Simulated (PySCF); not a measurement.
## Broadened absorption spectrum of C6H10FN

C6H10FN.
SMILES with atom numbers: `[H]/[N:5]=[C:4]1\[C@@H:3]([CH2:2][CH3:1])[C@H:7]([F:8])[CH2:6]1` (hydrogens: H9, H10, H11 on C1; H12, H13 on C2; H14 on C3; H15 on N5; H16, H17 on C6; H18 on C7)

Geometry (GFN2-xTB, Å), atoms numbered from 1 in this order:
```xyz
18
C6H10FN angstrom
C     -2.296    0.606   -0.076
C     -1.145   -0.039    0.688
C      0.020   -0.376   -0.233
C      1.296   -0.917    0.400
N      1.603   -1.763    1.263
C      2.157    0.064   -0.345
C      0.873    0.784   -0.783
F      0.763    0.996   -2.135
H     -2.683   -0.076   -0.830
H     -1.961    1.511   -0.578
H     -3.104    0.866    0.603
H     -0.796    0.636    1.474
H     -1.492   -0.957    1.169
H     -0.318   -1.020   -1.050
H      0.828   -2.293    1.657
H      2.677   -0.394   -1.184
H      2.871    0.630    0.248
H      0.698    1.748   -0.298
```

Computed, not measured: PySCF 2.14.0, density-fitted response routines, TDDFT CAM-B3LYP/def2-SVPD, vertical, gas phase, core orbitals frozen in the response.

Broadening: Gaussians 0.5 eV wide at half height, area fixed by f = 4.319×10⁻⁹ ∫ε dν̃. The cross-section is σ = 3.8235×10⁻²¹ ε cm², given in Mb (10⁻¹⁸ cm²). The width is an assumption, not a result. The curve ends short of the highest state used, and states not computed would add to its high-energy end.

| λ (nm) | σ (Mb) |
| --- | --- |
| 159.8 | 31.95 |
| 164.2 | 18.61 |
| 168.5 | 8.42 |
| 172.9 | 8.36 |
| 177.2 | 8.01 |
| 181.5 | 4.44 |
| 185.9 | 1.40 |
| 190.2 | 0.28 |
| 194.6 | 0.04 |
| 198.9 | 0.00 |
| 203.2 | 0.00 |
| 207.6 | 0.00 |
| 211.9 | 0.00 |
| 216.2 | 0.00 |
| 220.6 | 0.02 |
| 224.9 | 0.06 |
| 229.3 | 0.15 |
| 233.6 | 0.28 |
| 237.9 | 0.39 |
| 242.3 | 0.46 |
| 246.6 | 0.44 |
| 250.9 | 0.36 |
| 255.3 | 0.25 |
| 259.6 | 0.15 |
| 264.0 | 0.08 |
| 268.3 | 0.04 |
| 272.6 | 0.02 |
| 277.0 | 0.01 |
| 281.3 | 0.00 |
| 285.6 | 0.00 |

(1) Locate the maxima and give the states behind the curve.

(2) Coming from long wavelengths, where does ε first pass 100 L mol⁻¹ cm⁻¹?

(3) On this curve, what absorbance would a 10⁻³ mol/L sample give at 248 nm over a 1 cm path?

Results:

(1) 244 nm (5.09 eV), ε about 120, made up of S1 (100%); 175 nm (7.09 eV), ε about 2300, made up of S2 (97%) (ε in L mol⁻¹ cm⁻¹; maxima over ε = 5, shares over 10%). At its high-energy end, 7.76 eV, the curve is still rising (ε about 8400, from S4 and S5). The states used: S1 5.09 eV (f 0.0022); S2 7.07 eV (f 0.041); S3 7.57 eV (f 0.0099); S4 7.78 eV (f 0.117); S5 7.85 eV (f 0.033); S6 8.12 eV (f 0.0004); S7 8.24 eV (f 0.0027); S8 8.36 eV (f 0.062).

(2) At about 250 nm (4.96 eV), 0.13 eV below S1.

(3) 248 nm is 4.999 eV, where ε is about 110 L mol⁻¹ cm⁻¹, so A = ε c l ≈ 0.11 (Beer–Lambert, with the gas-phase spectrum and the assumed width).

Time: 2.2 min wall; peak memory 1.1 GiB. Hardware: one thread of an AMD EPYC, shared host with 64 logical CPUs at a one-minute load of 56.

One conformer stands for the species.
